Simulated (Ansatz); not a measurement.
Two isomers of C2H5NSi: A = `[SiH3]C1C=N1`, B = `N#CC[SiH3]`.

Isolated molecules relaxed with PBE0-D4/def2-TZVP in Ansatz; ΔE leaves out vibrations. CBS: MP2 limit from def2 TZ/QZ plus the TZ coupled-cluster correction, frozen cores. DFT in def2-TZVPP. B3LYP here is the variant with VWN-RPA as its local correlation; programs differ in this.

(1) Which isomer does CCSD(T)/CBS put lower? Give the gap. (Estimate.)

(2) Give E(B) − E(A) in kJ/mol with r2SCAN-D4, ωB97M-V, PBE0-D4, B3LYP-D4, LDA (SPW92), B2PLYP, MP2/def2-TZVPP. (An estimate is asked.)

(3) Does the order hold for the free energy at 298.15 K (harmonic terms from PBE0-D4)? (Estimate.)

Largest T1 diagnostic: 0.013.

Results:

(1) The calculation gave: B, by 201.7 kJ/mol.

(2) Computed: r2SCAN-D4 -193.6, ωB97M-V -199.2, PBE0-D4 -188.8, B3LYP-D4 -203.8, LDA (SPW92) -174.0, B2PLYP -209.6, MP2/def2-TZVPP -209.5. None reverses the order clearly.

(3) Computed: Yes: G(B) − G(A) = -199.9 kJ/mol.

In def2-TZVPP, CCSD(T) changes the Hartree–Fock value by +28.0 kJ/mol (the triples alone add +4.9 kJ/mol) and MP2 by +24.3 kJ/mol. Leaving LDA and LC-ωPBE aside and taking each functional with its dispersion term where it has one, the values, not all of them listed here, spread over 29.8 kJ/mol, from BHLYP-D4 to revPBE-D4. LDA lies +9.5 kJ/mol from PBE without D4.
